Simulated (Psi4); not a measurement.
CH3S (SMILES [CH2]S), doublet, geometry from GFN2-xTB; PBE0/def2-TZVP (Psi4).

The Psi4 input:
```
memory 2 GB

molecule {
0 2
  C     0.08133729    1.12203680   -0.12550724
  S    -0.07291609   -0.56203814    0.13309778
  H     0.80181200   -0.95782336   -0.79481219
  H    -0.53276719    1.73924269    0.49787221
  H     0.40958879    1.47897019   -1.07958105
}

set basis def2-tzvp
set reference uks

energy('pbe0')
print_variables()
```

Output, abridged:

```
   => Loading Basis Set <=

    Name: DEF2-TZVP
    Role: ORBITAL
    Keyword: BASIS

         ---------------------------------------------------------
                                   SCF
               by Justin Turney, Rob Parrish, Andy Simmonett
                          and Daniel G. A. Smith
                              UKS Reference
         ---------------------------------------------------------

  ==> Geometry <==

    Molecular point group: c1
    Full point group: C1

    Geometry (in Angstrom), charge = 0, multiplicity = 2:

       Center              X                  Y                   Z               Mass
    ------------   -----------------  -----------------  -----------------  -----------------
         C            0.095621345888     1.169424368624    -0.154489400480    12.000000000000
         S           -0.058632034112    -0.514650571376     0.104115619520    31.972071174400
         H            0.816096055888    -0.910435791376    -0.823794350480     1.007825032230
         H           -0.518483134112     1.786630258624     0.468890049520     1.007825032230
         H            0.423872845888     1.526357758624    -1.108563210480     1.007825032230

  Running in c1 symmetry.

  Rotational constants: A =      4.81843  B =      0.52677  C =      0.47758 [cm^-1]
  Rotational constants: A = 144452.90991  B =  15792.30107  C =  14317.38365 [MHz]
  Nuclear repulsion =   51.067242366708065

  Charge       = 0
  Multiplicity = 2
  Electrons    = 25
  Nalpha       = 13
  Nbeta        = 12

  ==> Algorithm <==

  SCF Algorithm Type is DF.
  DIIS enabled.
  MOM disabled.
  Fractional occupation disabled.
  Guess Type is SAD.
  Energy threshold   = 1.00e-06
  Density threshold  = 1.00e-06
  Integral threshold = 1.00e-12

  ==> Primary Basis <==

  Basis Set: DEF2-TZVP
    Blend: DEF2-TZVP
    Number of shells: 36
    Number of basis functions: 86
    Number of Cartesian functions: 96
    Spherical Harmonics?: true
    Max angular momentum: 3

  ==> DFT Potential <==

   => LibXC <=

    Version 7.1.2
    S. Lehtola, C. Steigemann, M. J. T. Oliveira, and M. A. L. Marques,  SoftwareX 7, 1–5 (2018) (10.1016/j.softx.2017.11.002)

   => Composite Functional: PBE0 <=

    PBE0 Hyb-GGA Exchange-Correlation Functional

    C. Adamo and V. Barone,  J. Chem. Phys. 110, 6158 (1999) (10.1063/1.478522)
    M. Ernzerhof and G. E. Scuseria,  J. Chem. Phys. 110, 5029 (1999) (10.1063/1.478401)

    Deriv               =              1
    GGA                 =           TRUE
    Meta                =          FALSE

    Exchange Hybrid     =           TRUE
    MP2 Hybrid          =          FALSE

   => Exchange Functionals <=

    0.7500   Perdew, Burke & Ernzerhof

   => Exact (HF) Exchange <=

    0.2500               HF

   => Correlation Functionals <=

    1.0000   Perdew, Burke & Ernzerhof

   => LibXC Density Thresholds  <==

    XC_HYB_GGA_XC_PBEH:  1.00E-15

   => Molecular Quadrature <=

    Radial Scheme          =       TREUTLER
    Pruning Scheme         =           NONE
    Nuclear Scheme         =       TREUTLER

    Blocking Scheme        =         OCTREE
    BS radius alpha        =              1
    Pruning alpha          =              1
    Radial Points          =             75
    Spherical Points       =            302
    Total Points           =         108475
    Total Blocks           =            849
    Max Points             =            256
    Max Functions          =             86
    Weights Tolerance      =       1.00E-15

   => Loading Basis Set <=

    Name: (DEF2-TZVP AUX)
    Role: JKFIT
    Keyword: DF_BASIS_SCF

  ==> Integral Setup <==

  SCF_SUBTYPE=INCORE selected. In-core MEM_DF algorithm will be used.
  Using in-core AOs.

  ==> MemDFJK: Density-Fitted J/K Matrices <==

    J tasked:                   Yes
    K tasked:                   Yes
    wK tasked:                   No
    Algorithm:                 Core
    Schwarz Cutoff:           1E-12
    Mask sparsity (%):       0.1352
    Fitting Condition:        1E-10

   => Auxiliary Basis Set <=

  Basis Set: (DEF2-TZVP AUX)
    Blend: DEF2-UNIVERSAL-JKFIT
    Number of shells: 81
    Number of basis functions: 257
    Number of Cartesian functions: 304
    Spherical Harmonics?: true
    Max angular momentum: 4

  Minimum eigenvalue in the overlap matrix is 1.9514714974E-03.
  Reciprocal condition number of the overlap matrix is 3.3024297510E-04.
    Using symmetric orthogonalization.

  ==> Pre-Iterations <==

  SCF Guess: Superposition of Atomic Densities via on-the-fly atomic UHF (no occupation information).

   -------------------------
    Irrep   Nso     Nmo
   -------------------------
     A         86      86
   -------------------------
    Total      86      86
   -------------------------

  ==> Iterations <==

                           Total Energy        Delta E     RMS |[F,P]|

   @DF-UKS iter SAD:  -437.55311701977308   -4.37553e+02   0.00000e+00
   @DF-UKS iter   1:  -437.65150226237392   -9.83852e-02   7.89372e-03 DIIS/ADIIS
   @DF-UKS iter   2:  -437.43386154203006    2.17641e-01   9.62804e-03 DIIS/ADIIS
   @DF-UKS iter   3:  -437.86883904876129   -4.34978e-01   1.41398e-03 DIIS/ADIIS
   @DF-UKS iter   4:  -437.87652918883020   -7.69014e-03   5.15301e-04 DIIS/ADIIS
   @DF-UKS iter   5:  -437.87772237717923   -1.19319e-03   1.44856e-04 DIIS/ADIIS
   @DF-UKS iter   6:  -437.87788208768183   -1.59711e-04   7.98322e-05 DIIS
   @DF-UKS iter   7:  -437.87793196503537   -4.98774e-05   1.84803e-05 DIIS
   @DF-UKS iter   8:  -437.87793453591314   -2.57088e-06   6.05757e-06 DIIS
   @DF-UKS iter   9:  -437.87793480284034   -2.66927e-07   1.93777e-06 DIIS
   @DF-UKS iter  10:  -437.87793483308587   -3.02455e-08   4.16903e-07 DIIS
  Energy and wave function converged.

  ==> Post-Iterations <==

   Electrons on quadrature grid:
      Nalpha   =   13.0000045726 ; deviation = 4.573e-06
      Nbeta    =   12.0000055707 ; deviation = 5.571e-06
      Ntotal   =   25.0000101433 ; deviation = 1.014e-05

   @Spin Contamination Metric:   6.401286013E-03
   @S^2 Expected:                7.500000000E-01
   @S^2 Observed:                7.564012860E-01
   @S   Expected:                5.000000000E-01
   @S   Observed:                5.000000000E-01

    Orbital Energies [Eh]
    ---------------------

    Alpha Occupied:

[...]
      13A     -0.198676

    Alpha Virtual:

[...]
      86A     21.999532

    Beta Occupied:

[...]
    Beta Virtual:

[...]
    Final Occupation by Irrep:
              A
    DOCC [    12 ]
    SOCC [     1 ]
    NA   [    13 ]
    NB   [    12 ]

  @DF-UKS Final Energy:  -437.87793483308587

   => Energetics <=

    Nuclear Repulsion Energy =             51.0672423667080650
    One-Electron Energy =                -704.1205270829675555
    Two-Electron Energy =                 239.3878108766706703
    DFT Exchange-Correlation Energy =     -24.2124609934971247
    Empirical Dispersion Energy =           0.0000000000000000
    VV10 Nonlocal Energy =                  0.0000000000000000
    Total Energy =                       -437.8779348330859307

  UHF NO Occupations:
  HONO-2 :   11  A 1.9991406
  HONO-1 :   12  A 1.9982404
  HONO-0 :   13  A 1.0000000
  LUNO+0 :   14  A 0.0017596
  LUNO+1 :   15  A 0.0008594
  LUNO+2 :   16  A 0.0002855
  LUNO+3 :   17  A 0.0001878

Computation Completed

Properties will be evaluated at   0.000000,   0.000000,   0.000000 [a0]

Properties computed using the SCF density matrix

 Multipole Moments:

 ------------------------------------------------------------------------------------
     Multipole            Electronic (a.u.)      Nuclear  (a.u.)        Total (a.u.)
 ------------------------------------------------------------------------------------

 L = 1.  Multiply by 2.5417464519 to convert [e a0] to [Debye]
 Dipole X            :         -0.5616952            0.6748237            0.1131285
 Dipole Y            :         -2.1729348            2.2387383            0.0658036
 Dipole Z            :          1.0295408           -1.3692086           -0.3396678
 Magnitude           :                                                    0.3640087

 ------------------------------------------------------------------------------------

  Variable Map:
  ----------------------------------------------------------------------------
[...]
  Array Variable Map:
  ----------------------------------------------------------------------------
[...]
[...]
```
